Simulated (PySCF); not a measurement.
Start geometry of `C[Si](C)(C)N([Si](C)(C)C)[Si](C)(C)C` from a GFN2-xTB structure with every atom displaced at random (by about 0.01 Å) (Å):
```
atom  x, y, z in Å
C1    -1.6330    2.3632   -0.2432
Si2   -0.9098    0.9115   -1.2081
C3     0.1360    1.4851   -2.6970
C4    -2.3445   -0.0045   -1.9895
N5     0.0696   -0.0600   -0.1134
Si6    1.5017    0.6524    0.6463
C7     3.0015   -0.5407    0.4663
C8     1.1374    1.0528    2.4719
C9     2.0851    2.2881   -0.1174
Si10  -0.5487   -1.6023    0.4848
C11    0.6434   -2.5653    1.6087
C12   -0.8717   -2.7688   -0.9919
C13   -2.1448   -1.2879    1.5095
H14   -2.2598    3.0261   -0.8949
H15   -2.3102    2.0285    0.5472
H16   -0.8909    3.0217    0.2186
H17   -0.4246    1.4854   -3.6064
H18    1.0024    0.8421   -2.8267
H19    0.5255    2.4890   -2.5551
H20   -3.0325   -0.4864   -1.2471
H21   -3.0131    0.7046   -2.5357
H22   -2.0465   -0.7782   -2.7058
H23    2.8565   -1.2109   -0.3855
H24    3.9003    0.0215    0.2745
H25    3.1693   -1.1437    1.3620
H26    0.3033    1.7826    2.5500
H27    1.9840    1.4554    2.9921
H28    0.8284    0.1749    3.0457
H29    1.3003    3.0125   -0.2189
H30    2.8670    2.7254    0.4606
H31    2.4888    2.1278   -1.1266
H32    0.1391   -3.4325    2.0006
H33    1.5073   -2.9260    1.0584
H34    1.0244   -1.9748    2.4311
H35   -0.2941   -2.4777   -1.8743
H36   -1.9196   -2.7738   -1.2855
H37   -0.6099   -3.7650   -0.7261
H38   -1.8758   -0.7028    2.3809
H39   -2.8972   -0.7855    0.9321
H40   -2.5188   -2.2237    1.8676
```

Question: What comes out of this run: PySCF 2.14.0, PBE0-D3(BJ)/def2-SVP geometry optimisation, gas phase?

Answer: 
```
atom  x, y, z in Å
C1    -1.6807    2.2945   -0.3439
Si2   -0.8864    0.8558   -1.2684
C3     0.0815    1.4705   -2.7630
C4    -2.3055   -0.1396   -2.0113
N5     0.1220   -0.0926   -0.1617
Si6    1.4925    0.6913    0.6431
C7     3.0452   -0.3746    0.5978
C8     1.0331    1.1342    2.4175
C9     2.0113    2.3005   -0.1914
Si10  -0.5074   -1.6154    0.4912
C11    0.7016   -2.4708    1.6583
C12   -0.8348   -2.8891   -0.8576
C13   -2.0722   -1.2926    1.4922
H14   -2.3124    2.8954   -1.0177
H15   -2.3215    1.9070    0.4645
H16   -0.9425    2.9691    0.1142
H17   -0.6298    1.7868   -3.5432
H18    0.6956    0.6561   -3.1792
H19    0.7405    2.3216   -2.5488
H20   -2.9647   -0.6242   -1.2777
H21   -2.9206    0.5757   -2.5820
H22   -1.9484   -0.9027   -2.7183
H23    3.1950   -0.7812   -0.4151
H24    3.9182    0.2528    0.8402
H25    3.0320   -1.2138    1.3049
H26    0.1958    1.8504    2.4188
H27    1.8826    1.6050    2.9378
H28    0.7213    0.2600    3.0080
H29    1.2107    3.0452   -0.3010
H30    2.7898    2.7472    0.4489
H31    2.4612    2.1224   -1.1791
H32    0.1625   -3.3292    2.0923
H33    1.5776   -2.8683    1.1251
H34    1.0535   -1.8500    2.4940
H35    0.0199   -2.9389   -1.5507
H36   -1.7415   -2.6941   -1.4445
H37   -0.9463   -3.8812   -0.3907
H38   -1.8429   -0.6367    2.3474
H39   -2.8604   -0.8022    0.9019
H40   -2.4867   -2.2335    1.8885
```

The energy falls by 8.4 kcal/mol over 17 energy and gradient evaluations, the largest force component goes from 0.0327 to 1.6e-04 Eh/bohr, and the atoms move by 0.216 Å rms after alignment. The bond that changes most is Si6–C7 (four-coordinate silicon to Si-methyl carbon), which shortens by 0.041 Å. Bonds longer at the end by more than 0.005 Å: 23 of 39; shorter: 11. Among the angles that change most is Si6–C9–H30, from 111.2° to 106.4°. Among the dihedrals that turn most is C13–Si10–C12–H35, from 143° to 170°. Rotational constants go from 550.0, 548.5, 378.8 to 553.2, 553.0, 377.0 MHz. The orientation of the end geometry is arbitrary; only internal coordinates are fixed.

The run used 329 basis functions and 108 SCF cycles in all. The run took 14 min wall, 32 min CPU on an Intel Xeon Platinum 8488C with 2 threads, no GPU, shared host with 192 logical CPUs at a one-minute load of 22, and the process peaked at 3.2 GiB of memory.

Stationary, but not proved a minimum.
